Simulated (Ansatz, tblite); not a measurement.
Cost and result up the ladder for CrO2F2 (5 atoms). The state is a singlet with charge 0. Geometry: r2SCAN-D4/def2-SVP.

Cartesian coordinates in Å:
```
Cr -0.016 0.004 0.020
O -0.645 -1.072 0.932
O -0.519 1.390 0.482
F -0.489 -0.264 -1.582
F 1.670 -0.058 0.148
```

Ansatz on 4 threads of Arm Neoverse V1 on a shared host; xTB runs through tblite on one thread. Times are rough, summed over both states, and most runs start from the orbitals of an earlier one. No level here is sound enough to serve as a yardstick. The other state is a doublet.

The xTB rows come from tblite.

Raw xTB energies of ions are shifted by several eV.

| level | functions | wall time | vertical IE (eV) | remarks |
| --- | --- | --- | --- | --- |
| GFN2-xTB | 25 | 0.009 s | 18.45 | – |
| GFN1-xTB | 25 | 0.014 s | 21.32 | – |
| PBE-D4/def2-TZVP | 169 | 3.8 s | 12.50 | – |
| PBE0-D4/def2-TZVP | 169 | 6 s | 12.69 | restricted SCF unstable in HF (singlet), spin-contaminated (⟨S²⟩ 0.92) (+1 doublet) |
| r2SCAN-D4/def2-TZVP | 169 | 8.1 s | 12.59 | restricted SCF unstable in HF (singlet), spin-contaminated (⟨S²⟩ 0.84) (+1 doublet) |
